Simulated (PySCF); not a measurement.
# Identify the compound

An unknown has the formula C4F6O2. Its calculated NMR data are:

$^{13}$C{$^{1}$H} NMR (computed): δ 159.8 (C), 117.2 (C).

[PySCF 2.14.0 with density-fitted response routines: coordinates at the GFN2-xTB level; shielding tensors at PBE0/pcSseg-1 (GIAO); single conformer; isolated molecule; one averaged value for each set of equivalent atoms; relativity neglected]

Referencing at the same level of theory: $^{13}$C (186.93 ppm) against TMS.

What is the structure?

## Answers


The formula gives 2 degrees of unsaturation (no ring in the answer). 2 carbon signals for 4 carbons: some carbons are equivalent by symmetry or fast rotation. Carbon types of the structure: 4 × C. δC 159.8: carbonyl carbon. δC 117.2: fully substituted sp3 carbon bonded to 2 F, α to a carbonyl; 2 electronegative neighbours deshield it.

Structure: SMILES O=C(F)C(F)(F)C(F)(F)C(=O)F.

The data come from this structure; uniqueness wasn't tested.

Splittings by $^{19}$F in the carbon and heteronuclear signals aren't shown, as no couplings were computed. Shifts are as computed. Against solution values, carbons near 30 ppm lie about +3 ppm off and those near 130 ppm about +5 ppm. Of 1211 compounds with measured shifts, 218 miss one by over three times the rms of a fit or turn the order of signals round; such compounds aren't used in these exercises.
